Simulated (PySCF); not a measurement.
C3H7O3 (SMILES COC(=O)[OH+]C), charge +1, singlet, geometry from GFN2-xTB. Base run: SVWN5/6-31G in PySCF.

Input for PySCF:
```python
from pyscf import gto, scf, dft

mol = gto.M(
    atom='''
C     2.436945    0.246000   -0.304260
O     1.067879   -0.083175   -0.648920
C     0.160729    0.050397    0.225021
O     0.022700    0.431928    1.313095
O    -1.124619   -0.529626   -0.477989
C    -2.399879   -0.122121    0.079044
H     2.487047    0.744392    0.662646
H     3.004990   -0.683780   -0.286058
H     2.811615    0.894159   -1.095063
H    -1.094256   -0.436771   -1.452867
H    -2.291991   -0.104075    1.163762
H    -2.697573    0.862865   -0.278680
H    -3.134280   -0.875455   -0.202052
''',
    basis='6-31g',
    charge=1,
    spin=0,
    verbose=4,
)

mf = dft.RKS(mol)
mf.xc = 'lda,vwn'
mf.kernel()
mf.analyze()
```

The base run was repeated with changes; each row names its change, and settings that it needs were set with it.

| change | ΔE vs base (mEh) | fitting functions |
|---|---|---|
| base | 0.000 | - |
| auxbasis = def2-tzvp-ri | -0.346 | 561 |
| auxbasis = cc-pvqz-jkfit | -0.045 | 993 |
| auxbasis = cc-pvtz-ri | -0.401 | 696 |
| auxbasis = def2-svp-ri | -21.762 | 386 |
| auxbasis = even-tempered beta=2.0 | -6.322 | 508 |
| auxbasis = def2-universal-jkfit | -0.137 | 582 |
| auxbasis = default (with mf = mf.density_fit()) | -0.172 | 581 |
| auxbasis = even-tempered beta=1.6 | -5.726 | 746 |
| auxbasis = def2-universal-jfit | -0.238 | 371 |

A fitting set is made for a task (jfit for Coulomb, jkfit for Coulomb and exchange, ri for correlation) and for a family of orbital bases.
